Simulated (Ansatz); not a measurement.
Reaction (silylene formation by 1,1-elimination): `OB[Si](F)(F)Cl` → `F[Si]Cl` + `OBF`

Computed with Ansatz on PBE0-D4/def2-TZVP structures; ΔE is electronic, products minus reactants. CCSD(T)/CBS is the MP2 limit (def2-TZVPP, def2-QZVPP) plus CCSD(T) − MP2 in def2-TZVPP, frozen cores. This one scheme is used for every species. Functionals use def2-TZVPP. B3LYP here is the variant with VWN-RPA as its local correlation; programs differ in this. HSE06 is defined as in plane-wave codes. One conformer a species, not always the lowest.

```csv
level,ΔE (kJ/mol),difference from CCSD(T)/CBS
LDA (SPW92),128.9,5.4
PBE-D4,112.8,-10.7
revPBE-D4,112.7,-10.8
BLYP-D4,96.2,-27.3
r2SCAN-D4,133.2,9.7
B97M-V,120.4,-3.1
PBE0-D4,127.3,3.8
B3LYP-D4,110.3,-13.2
r2SCANh-D4,135.1,11.6
r2SCAN0-D4,137.8,14.3
HSE06-D4,126.5,3.0
BHLYP-D4,125.8,2.3
CAM-B3LYP-D4,118.3,-5.2
ωB97X-V,130.5,7.0
ωB97M-V,106.8,-16.7
B2PLYP,108.8,-14.7
PBE-QIDH,133.7,10.2
PBE,103.7,-19.8
revPBE,91.4,-32.1
BLYP,77.4,-46.1
r2SCAN,130.7,7.2
PBE0,119.3,-4.2
B3LYP,95.7,-27.8
r2SCANh,132.4,8.9
HSE06,119.0,-4.5
BHLYP,113.7,-9.8
CAM-B3LYP,110.0,-13.5
LC-ωPBE,136.3,12.8
RPA@PBE/def2-TZVPP,104.8,-18.7
HF/def2-SVP,87.8,-35.7
MP2/def2-SVP,97.9,-25.6
CCSD/def2-SVP,84.8,-38.7
HF/def2-TZVPP,111.6,-11.9
MP2/def2-TZVPP,127.1,3.6
CCSD/def2-TZVPP,116.8,-6.7
HF/def2-QZVPP,112.8,-10.7
MP2/def2-QZVPP,131.2,7.7
SCS-MP2/def2-QZVPP,125.5,2.0
HF/CBS(def2),112.9,-10.6
MP2/CBS(def2),133.6,10.1
CCSD(T)/CBS,123.5,0
```

Task: What do rigid-rotor, harmonic-oscillator terms from PBE0-D4/def2-TZVP frequencies (298.15 K, 1 bar) make of the CCSD(T)/CBS value? (An estimate is asked.)

Result: The calculation gave: ΔZPE = -6.0 kJ/mol, ΔH = +118.4 kJ/mol, ΔS = 160 J/(mol·K), ΔG = +70.7 kJ/mol. Modes under 50 cm⁻¹ make the entropy rough.

Largest T1 diagnostic among the species: 0.014.

From BLYP to BHLYP (50 % exact exchange), in def2-TZVPP and without D4, ΔE moves by +36.3 kJ/mol. At CCSD(T), def2-SVP lies −39.3 kJ/mol from the extrapolated value and def2-TZVPP −6.5 kJ/mol. In def2-TZVPP, CCSD(T) changes the Hartree–Fock value by +5.4 kJ/mol (the triples alone add +0.2 kJ/mol) and MP2 by +15.5 kJ/mol.
